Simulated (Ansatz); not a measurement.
Ansatz (a program for electronic structure) job for C4H5NO, SMILES c1ccoc1N, PBE-D3(BJ)/def2-SVP. 

Ansatz 0.2 input:
```yaml
crystal:
  periodic: [false, false, false]
  atoms:
    - {symbol: N, position_ang: [2.02392464, 0.17084545, -0.17856624]}
    - {symbol: C, position_ang: [0.64864821, 0.16394032, -0.04032463]}
    - {symbol: C, position_ang: [-0.30576195, 1.15114141, -0.01579306]}
    - {symbol: C, position_ang: [-1.56842857, 0.46327538, 0.06225761]}
    - {symbol: C, position_ang: [-1.29038899, -0.86866730, 0.08494004]}
    - {symbol: O, position_ang: [0.07128850, -1.05660564, 0.02060381]}
    - {symbol: H, position_ang: [2.45676536, 1.05077672, 0.08002707]}
    - {symbol: H, position_ang: [2.48239001, -0.62125793, 0.26335514]}
    - {symbol: H, position_ang: [-0.13293354, 2.22351721, -0.05205745]}
    - {symbol: H, position_ang: [-2.55716917, 0.91600538, 0.10124707]}
    - {symbol: H, position_ang: [-1.89124531, -1.77025323, 0.14608141]}
basis:
  gaussian:
    orbitals: def2-SVP
hamiltonian:
  xc: pbe
  dispersion: d3bj
relax: {f_tol: 0.002, max_steps: 200}
```

Program output:

```
WARN ansatz: RAYON_NUM_THREADS=1 ignored (pool sized by the plan → 1); use --threads N
Functional definition: PBE
integrals: 0.05 GiB planned
1237 factors; their error is unknown
mean field: 0.31 GiB planned
mean field evaluation 1: about -7740.1269 eV, gradient 6.7e1 eV
mean field evaluation 2: about -7728.0267 eV, gradient 9.5e1 eV
mean field evaluation 4: about -7750.7743 eV, gradient 8.2e0 eV
mean field evaluation 8: about -7750.9196 eV, gradient 7.5e-2 eV
mean field evaluation 16: about -7750.8439 eV, gradient 2.7e-4 eV
mean field -7750.84386673 eV, -284.8382583915 hartree, gradient 5.7e-5 eV, S^2 0.000000; 0 other end points of the search recorded, 0 dependent functions left out
the calculation of the forces begins
reference -7750.84389804 eV, -284.8382595423 hartree; 22, 22 occupied and 87, 87 virtual orbitals, 1237 factors
relax step   1: F+E_penalty+E_count = -7751.07382186 eV  Δ(F+E_penalty+E_count) = +0.000e0 eV  max|allowed force component| = 4.627e-1 eV/Å  Δτ_max = 0.0000 Å  (30 SCF iters, accepted)
these checks for a lower state are left out or cut short: starts, cluster_reference, orbital_swaps, neighbouring_geometries, increment
integrals: 0.05 GiB planned
1237 factors; their error is unknown
mean field: 0.31 GiB planned
mean field -7750.85581129 eV, -284.8386973460 hartree, gradient 8.8e-6 eV, S^2 0.000000; 0 other end points of the search recorded, 0 dependent functions left out
the calculation of the forces begins
reference -7750.85584279 eV, -284.8386985037 hartree; 22, 22 occupied and 87, 87 virtual orbitals, 1237 factors
relax step   2: F+E_penalty+E_count = -7751.08559231 eV  Δ(F+E_penalty+E_count) = -1.177e-2 eV  max|allowed force component| = 1.710e-1 eV/Å  Δτ_max = 0.0105 Å  (33 SCF iters, accepted)
these checks for a lower state are left out or cut short: starts, cluster_reference, orbital_swaps, neighbouring_geometries, increment
integrals: 0.05 GiB planned
1237 factors; their error is unknown
mean field: 0.31 GiB planned
mean field evaluation 32: about -7750.8571 eV, gradient 9.0e-6 eV
mean field -7750.85708818 eV, -284.8387442709 hartree, gradient 9.0e-6 eV, S^2 0.000000; 0 other end points of the search recorded, 0 dependent functions left out
the calculation of the forces begins
reference -7750.85711976 eV, -284.8387454315 hartree; 22, 22 occupied and 87, 87 virtual orbitals, 1237 factors
relax step   3: F+E_penalty+E_count = -7751.08684614 eV  Δ(F+E_penalty+E_count) = -1.254e-3 eV  max|allowed force component| = 2.986e-2 eV/Å  Δτ_max = 0.0042 Å  (35 SCF iters, accepted)
these checks for a lower state are left out or cut short: starts, cluster_reference, orbital_swaps, neighbouring_geometries, increment
integrals: 0.05 GiB planned
1237 factors; their error is unknown
mean field: 0.31 GiB planned
mean field -7750.85717474 eV, -284.8387474521 hartree, gradient 9.0e-6 eV, S^2 0.000000; 0 other end points of the search recorded, 0 dependent functions left out
the calculation of the forces begins
reference -7750.85720635 eV, -284.8387486135 hartree; 22, 22 occupied and 87, 87 virtual orbitals, 1237 factors
relax step   4: F+E_penalty+E_count = -7751.08694623 eV  Δ(F+E_penalty+E_count) = -1.001e-4 eV  max|allowed force component| = 1.978e-2 eV/Å  Δτ_max = 0.0051 Å  (33 SCF iters, accepted)
these checks for a lower state are left out or cut short: starts, cluster_reference, orbital_swaps, neighbouring_geometries, increment
integrals: 0.05 GiB planned
1237 factors; their error is unknown
mean field: 0.31 GiB planned
mean field -7750.85717718 eV, -284.8387475417 hartree, gradient 9.0e-6 eV, S^2 0.000000; 0 other end points of the search recorded, 0 dependent functions left out
the calculation of the forces begins
reference -7750.85720878 eV, -284.8387487031 hartree; 22, 22 occupied and 87, 87 virtual orbitals, 1237 factors
relax step   5: F+E_penalty+E_count = -7751.08696634 eV  Δ(F+E_penalty+E_count) = -2.011e-5 eV  max|allowed force component| = 6.934e-3 eV/Å  Δτ_max = 0.0027 Å  (34 SCF iters, accepted)
these checks for a lower state are left out or cut short: starts, cluster_reference, orbital_swaps, neighbouring_geometries, increment
integrals: 0.05 GiB planned
1237 factors; their error is unknown
mean field: 0.31 GiB planned
mean field -7750.85717934 eV, -284.8387476210 hartree, gradient 9.0e-6 eV, S^2 0.000000; 0 other end points of the search recorded, 0 dependent functions left out
the calculation of the forces begins
reference -7750.85721094 eV, -284.8387487824 hartree; 22, 22 occupied and 87, 87 virtual orbitals, 1237 factors
relax step   6: F+E_penalty+E_count = -7751.08696687 eV  Δ(F+E_penalty+E_count) = -5.313e-7 eV  max|allowed force component| = 6.212e-3 eV/Å  Δτ_max = 0.0011 Å  (34 SCF iters, accepted)
these checks for a lower state are left out or cut short: starts, cluster_reference, orbital_swaps, neighbouring_geometries, increment
integrals: 0.05 GiB planned
1237 factors; their error is unknown
mean field: 0.31 GiB planned
mean field -7750.85718165 eV, -284.8387477060 hartree, gradient 9.0e-6 eV, S^2 0.000000; 0 other end points of the search recorded, 0 dependent functions left out
the calculation of the forces begins
reference -7750.85721325 eV, -284.8387488674 hartree; 22, 22 occupied and 87, 87 virtual orbitals, 1237 factors
relax step   7: F+E_penalty+E_count = -7751.08697087 eV  Δ(F+E_penalty+E_count) = -3.998e-6 eV  max|allowed force component| = 1.873e-3 eV/Å  Δτ_max = 0.0012 Å  (35 SCF iters, accepted)
integrals: 0.05 GiB planned
1237 factors; their error is unknown
mean field: 0.31 GiB planned
mean field evaluation 64: about -7750.8572 eV, gradient 1.6e-4 eV
mean field -7750.85718165 eV, -284.8387477060 hartree, gradient 9.0e-6 eV, S^2 0.000000; 1 other end points of the search recorded, 0 dependent functions left out
the calculation of the forces begins
reference -7750.85721325 eV, -284.8387488674 hartree; 22, 22 occupied and 87, 87 virtual orbitals, 1237 factors
Total energy: -7751.08700247 eV, -284.8471934654 hartree
Atom 0 at     2.030884     0.169066    -0.186992 Å, force    -0.001873    -0.001062    -0.000745 eV/Å
Atom 1 at     0.652808     0.163524    -0.040016 Å, force     0.000373     0.000825     0.000985 eV/Å
Atom 2 at    -0.309450     1.156513    -0.016281 Å, force    -0.000338    -0.000143    -0.000326 eV/Å
Atom 3 at    -1.572180     0.468021     0.061624 Å, force     0.000129     0.000273    -0.000183 eV/Å
Atom 4 at    -1.292464    -0.873268     0.085140 Å, force     0.000242     0.000278    -0.000027 eV/Å
Atom 5 at     0.073696    -1.065796     0.020883 Å, force     0.000436    -0.000246     0.000311 eV/Å
Atom 6 at     2.463221     1.053259     0.086134 Å, force     0.000306     0.000375     0.000242 eV/Å
Atom 7 at     2.490429    -0.626495     0.264852 Å, force     0.000441     0.000067    -0.000007 eV/Å
Atom 8 at    -0.136446     2.236659    -0.052820 Å, force     0.000101    -0.000212    -0.000009 eV/Å
Atom 9 at    -2.567879     0.924032     0.101022 Å, force     0.000146    -0.000072     0.000115 eV/Å
Atom 10 at    -1.895529    -1.782798     0.148225 Å, force     0.000037    -0.000082    -0.000357 eV/Å
Dipole moment:     0.304119     0.105259     0.209978 e Å
```

The calculation finished and met its thresholds.
